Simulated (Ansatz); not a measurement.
Born–Oppenheimer molecular dynamics of AlClH$_{2}$O$_{2}$ (6 atoms, charge 0, multiplicity 1). It starts at the highest image of a converged band, a first-order saddle point between two minima.

Method: RKS BHLYP/6-31G* (Ansatz 0.2.0).

| Item | Value |
| --- | --- |
| ensemble | NVE (velocity Verlet) |
| time step | 0.5 fs |
| steps asked | 200 |
| starting velocities drawn for | 100 K |
| seed | 8993 |

Frames 5 fs apart, positions in Å, forces in eV/Å.

Velocities at 5.0 fs (Å/ps):

```
O -0.95 1.33 0.16
Al 0.28 0.62 -0.91
O -1.76 -1.05 0.82
Cl 0.17 -0.45 0.45
H 16.03 -5.02 4.21
H 13.42 -0.08 -11.14
```

```xyz
6
Properties=species:S:1:pos:R:3:forces:R:3 time_fs=5.0 energy_less_start_eV=0.011 T=78
O -0.200 1.367 -0.716 0.41 -0.14 0.45
Al -0.008 -0.191 -0.106 0.07 -0.12 0.23
O 1.146 -0.527 1.058 -0.07 0.02 -0.74
Cl -1.214 -1.732 -0.864 0.03 0.04 -0.01
H -0.772 1.538 -1.445 -0.42 0.17 -0.51
H 1.199 -0.536 1.995 -0.02 0.02 0.58
6
Properties=species:S:1:pos:R:3:forces:R:3 time_fs=10.0 energy_less_start_eV=0.035 T=33
O -0.201 1.372 -0.711 -0.62 0.24 -1.05
Al -0.006 -0.188 -0.110 0.00 -0.16 0.27
O 1.136 -0.532 1.056 0.18 -0.03 0.81
Cl -1.213 -1.734 -0.861 0.05 0.07 -0.02
H -0.753 1.538 -1.500 0.63 -0.18 0.98
H 1.264 -0.533 2.012 -0.23 0.06 -0.98
6
Properties=species:S:1:pos:R:3:forces:R:3 time_fs=15.0 energy_less_start_eV=0.036 T=31
O -0.204 1.378 -0.711 0.74 -0.38 0.98
Al -0.005 -0.187 -0.111 -0.08 -0.02 0.17
O 1.127 -0.537 1.055 -0.11 -0.07 -0.96
Cl -1.211 -1.735 -0.859 0.08 0.10 -0.02
H -0.701 1.535 -1.485 -0.72 0.29 -1.02
H 1.299 -0.518 1.971 0.10 0.09 0.86
6
Properties=species:S:1:pos:R:3:forces:R:3 time_fs=20.0 energy_less_start_eV=0.024 T=53
O -0.204 1.381 -0.709 -0.28 0.00 -0.66
Al -0.004 -0.186 -0.110 -0.29 0.08 -0.07
O 1.120 -0.544 1.050 0.28 -0.12 0.32
Cl -1.210 -1.736 -0.857 0.08 0.10 -0.03
H -0.699 1.556 -1.522 0.32 -0.13 0.67
H 1.325 -0.485 1.976 -0.11 0.08 -0.24
6
Properties=species:S:1:pos:R:3:forces:R:3 time_fs=25.0 energy_less_start_eV=0.016 T=70
O -0.203 1.383 -0.710 0.04 -0.11 -0.13
Al -0.005 -0.184 -0.110 -0.36 0.13 -0.18
O 1.115 -0.552 1.047 0.41 -0.12 0.75
Cl -1.207 -1.737 -0.856 0.07 0.09 -0.04
H -0.688 1.573 -1.512 0.01 -0.04 0.17
H 1.336 -0.428 1.969 -0.17 0.05 -0.57
6
Properties=species:S:1:pos:R:3:forces:R:3 time_fs=30.0 energy_less_start_eV=0.009 T=83
O -0.201 1.383 -0.711 0.53 -0.25 0.68
Al -0.010 -0.181 -0.112 -0.19 0.03 -0.07
O 1.115 -0.563 1.048 -0.11 -0.40 -0.81
Cl -1.204 -1.736 -0.854 0.04 0.06 -0.05
H -0.688 1.587 -1.487 -0.50 0.19 -0.66
H 1.331 -0.350 1.928 0.23 0.37 0.91
6
Properties=species:S:1:pos:R:3:forces:R:3 time_fs=35.0 energy_less_start_eV=-0.005 T=112
O -0.196 1.381 -0.709 -0.60 0.47 -1.02
Al -0.016 -0.178 -0.114 -0.01 -0.16 0.07
O 1.116 -0.577 1.048 0.22 0.19 0.96
Cl -1.201 -1.736 -0.853 -0.01 0.01 -0.08
H -0.731 1.611 -1.493 0.61 -0.33 1.01
H 1.335 -0.226 1.922 -0.21 -0.19 -0.94
6
Properties=species:S:1:pos:R:3:forces:R:3 time_fs=40.0 energy_less_start_eV=-0.043 T=185
O -0.193 1.383 -0.713 0.71 -0.15 0.88
Al -0.022 -0.176 -0.115 0.22 -0.26 0.16
O 1.118 -0.592 1.055 -0.29 -0.05 -0.15
Cl -1.198 -1.735 -0.853 -0.06 -0.03 -0.09
H -0.744 1.612 -1.431 -0.72 0.30 -0.88
H 1.328 -0.090 1.831 0.15 0.19 0.08
6
Properties=species:S:1:pos:R:3:forces:R:3 time_fs=45.0 energy_less_start_eV=-0.063 T=222
O -0.187 1.386 -0.713 -0.35 0.28 -0.37
Al -0.027 -0.177 -0.115 0.27 -0.33 0.09
O 1.116 -0.605 1.061 -0.38 0.34 -0.04
Cl -1.195 -1.735 -0.853 -0.12 -0.08 -0.11
H -0.802 1.629 -1.414 0.36 -0.16 0.44
H 1.344 0.051 1.718 0.22 -0.04 -0.01
6
Properties=species:S:1:pos:R:3:forces:R:3 time_fs=50.0 energy_less_start_eV=-0.052 T=202
O -0.181 1.391 -0.714 -0.23 0.02 -0.09
Al -0.029 -0.181 -0.115 0.19 -0.23 -0.05
O 1.110 -0.612 1.069 -0.09 1.27 0.34
Cl -1.194 -1.734 -0.853 -0.17 -0.12 -0.13
H -0.845 1.635 -1.364 0.28 -0.10 0.27
H 1.404 0.168 1.575 0.02 -0.85 -0.33
6
Properties=species:S:1:pos:R:3:forces:R:3 time_fs=55.0 energy_less_start_eV=-0.052 T=203
O -0.177 1.395 -0.713 0.75 -0.58 0.86
Al -0.030 -0.186 -0.115 0.07 -0.01 -0.13
O 1.100 -0.606 1.078 -0.54 0.01 -0.49
Cl -1.193 -1.735 -0.855 -0.21 -0.15 -0.13
H -0.867 1.636 -1.301 -0.69 0.29 -0.64
H 1.504 0.175 1.422 0.62 0.44 0.53
6
Properties=species:S:1:pos:R:3:forces:R:3 time_fs=60.0 energy_less_start_eV=-0.060 T=217
O -0.170 1.394 -0.707 -0.94 0.05 -0.51
Al -0.030 -0.192 -0.116 -0.02 0.24 -0.13
O 1.087 -0.592 1.083 0.74 1.15 0.17
Cl -1.194 -1.737 -0.858 -0.22 -0.18 -0.12
H -0.922 1.655 -1.275 0.99 -0.33 0.67
H 1.674 0.152 1.327 -0.55 -0.92 -0.08
```

Of the whole run (100 fs, mean temperature of the second half 145 K): The conserved energy stayed within 0.15 meV per atom of its start (net change 0.08 meV per atom), so the integration is sound. The kinetic energy rose, since the run started high on the potential surface and went downhill. A run of 0.1 ps of so small a system gives no equilibrium averages. The orbitals stay closed-shell, which can raise the energy where a bond breaks towards radicals; this wasn't checked here.

Run time: 8.8 min on 1 thread of Arm Neoverse V1, with other jobs on the host, peak memory 0.13 GiB.
